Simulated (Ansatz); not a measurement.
Abridged output of a molecular run in Ansatz:

```
Functional definition: HF
981 factors; integrals over basis functions are off by at most 1.5e-3 eV
mean field evaluation 1: about -8747.6229 eV, gradient 3.4e1 eV
mean field evaluation 2: about -8747.6373 eV, gradient 3.4e1 eV
mean field evaluation 4: about -8750.9681 eV, gradient 4.6e0 eV
mean field evaluation 8: about -8751.0413 eV, gradient 2.8e-1 eV
mean field evaluation 16: about -8751.0174 eV, gradient 1.8e0 eV
mean field -8751.04169049 eV, -321.5948504565 hartree, gradient 1.9e-6 eV, S^2 0.000000; 0 other end points of the search recorded, 0 dependent functions left out
7 core orbitals not correlated: weight in the atoms' cores, before any rotation towards them, 1.000 or more for the frozen orbitals, at most 0.000 for the correlated occupied ones
reference -8751.04169049 eV, -321.5948504565 hartree; 15, 15 occupied and 66, 66 virtual orbitals, 981 factors
second order -13.87441866 eV of doubles, -0.00000000 eV of singles
cycle   1  -14.13347750 eV  change   -2.6e-1 eV  update   1.0e-1
cycle   2  -14.63149582 eV  change   -5.0e-1 eV  update   3.2e-2
cycle   3  -14.73401492 eV  change   -1.0e-1 eV  update   1.4e-2
cycle   4  -14.73967673 eV  change   -5.7e-3 eV  update   4.1e-3
cycle   5  -14.74241948 eV  change   -2.7e-3 eV  update   1.6e-3
cycle   6  -14.74230375 eV  change    1.2e-4 eV  update   3.9e-4
cycle   7  -14.74239482 eV  change   -9.1e-5 eV  update   1.4e-4
cycle   8  -14.74248740 eV  change   -9.3e-5 eV  update   4.5e-5
cycle   9  -14.74248452 eV  change    2.9e-6 eV  update   1.5e-5
perturbative correction -0.55709011 eV, -0.0204726841 hartree
Total energy: -8766.34126513 eV, -322.1570994539 hartree
```

Its atoms:

```xyz
8

C     0.903    1.057   -0.283
In   -0.753   -0.268   -0.476
C    -0.851   -1.717    1.108
N    -0.884   -2.485    1.969
H     0.848    1.557    0.686
H     0.922    1.803   -1.076
H     1.827    0.477   -0.308
H    -2.013   -0.424   -1.619
```

Question: Which basis set was used?
A. def2-SVP
B. def2-SVPD
C. cc-pV(Q+d)Z
D. def2-QZVPP

Answer: A. It gives 88 functions.

Question: Write the keys of the input that set method, charge and spin (a neutral closed shell needs none for the last two).

Answer: 
```yaml
correlation: {method: ccsd_t}
```
